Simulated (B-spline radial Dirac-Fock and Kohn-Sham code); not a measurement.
## Magnetic form factor of the 4f shell of Tm¹⁸⁺

System: thulium as Tm¹⁸⁺, configuration [Kr] 4d10 4f5.

The run's input, task.json:

```json
{"items": [{
  "Z": 69,
  "q": 18,
  "cfg": [[1, 0, 2], [2, 0, 2], [2, 1, 6], [3, 0, 2], [3, 1, 6], [3, 2, 10], [4, 0, 2], [4, 1, 6], [4, 2, 10], [4, 3, 5]],
  "A": 169,
  "rrms": 5.2256,
  "do": ["scatter"],
  "s": [0.0, 0.05, 0.07, 0.08, 0.1, 0.13, 0.16, 0.19, 0.24, 0.3, 0.37, 0.47, 0.58, 0.72, 0.9, 1.12, 1.39, 1.73, 2.16, 2.68, 3.34, 4.16, 5.17],
  "pz": [0, 0.1, 0.15, 0.22, 0.32, 0.46, 0.68, 1.0, 1.5, 2.2, 3.2, 4.6, 6.8, 10.0, 15.0, 22.0, 32.0, 46.0, 68.0, 100.0, 150.0],
  "hv_scatter": [2000, 5000, 8047.8, 10000, 20000, 30000, 50000, 100000]
}]}
```

Launch: `python xray_run.py task.json out`

Level of theory: relativistic Hartree-Fock (Dirac-Fock) wave functions, averaged over the configuration; a radial B-spline solver. ⟨j_K⟩ is the integral of the 4f radial density with the spherical Bessel function j_K(4πsr), s = sin θ/λ.

Hund's rules give S = 5/2, L = 5, J = 5/2 for 4f5, so g = 0.286, and the dipole approximation is F = ⟨j0⟩ + C₂⟨j2⟩ with C₂ = (2 − g)/g = 6.000.

| s (Å⁻¹) | ⟨j0⟩ | ⟨j2⟩ | ⟨j4⟩ | ⟨j6⟩ | F (dipole) |
| --- | --- | --- | --- | --- | --- |
| 0 | 1.0000 | 0.0000 | 0.0000 | 0.0000 | 1.0000 |
| 0.05 | 0.9935 | 0.0026 | 0.0000 | 0.0000 | 1.0091 |
| 0.07 | 0.9873 | 0.0051 | 0.0000 | 0.0000 | 1.0177 |
| 0.08 | 0.9834 | 0.0066 | 0.0000 | 0.0000 | 1.0230 |
| 0.1 | 0.9742 | 0.0102 | 0.0000 | 0.0000 | 1.0357 |
| 0.13 | 0.9569 | 0.0171 | 0.0001 | 0.0000 | 1.0594 |
| 0.16 | 0.9354 | 0.0254 | 0.0003 | 0.0000 | 1.0881 |
| 0.19 | 0.9102 | 0.0352 | 0.0005 | 0.0000 | 1.1212 |
| 0.24 | 0.8607 | 0.0539 | 0.0013 | 0.0000 | 1.1840 |
| 0.3 | 0.7913 | 0.0792 | 0.0031 | 0.0001 | 1.2666 |
| 0.37 | 0.7007 | 0.1105 | 0.0065 | 0.0003 | 1.3636 |
| 0.47 | 0.5637 | 0.1532 | 0.0146 | 0.0009 | 1.4828 |
| 0.58 | 0.4173 | 0.1908 | 0.0278 | 0.0027 | 1.5620 |
| 0.72 | 0.2571 | 0.2175 | 0.0492 | 0.0071 | 1.5622 |
| 0.9 | 0.1099 | 0.2172 | 0.0775 | 0.0171 | 1.4132 |
| 1.12 | 0.0126 | 0.1819 | 0.1022 | 0.0336 | 1.1038 |
| 1.39 | -0.0283 | 0.1232 | 0.1104 | 0.0531 | 0.7110 |

Radial moments of the shell: ⟨r²⟩ = 0.3542, ⟨r⁴⟩ = 0.2167, ⟨r⁶⟩ = 0.2050 in powers of bohr.

Values without a named source are computed, but for edge energies of neutral atoms, which are taken from tables.
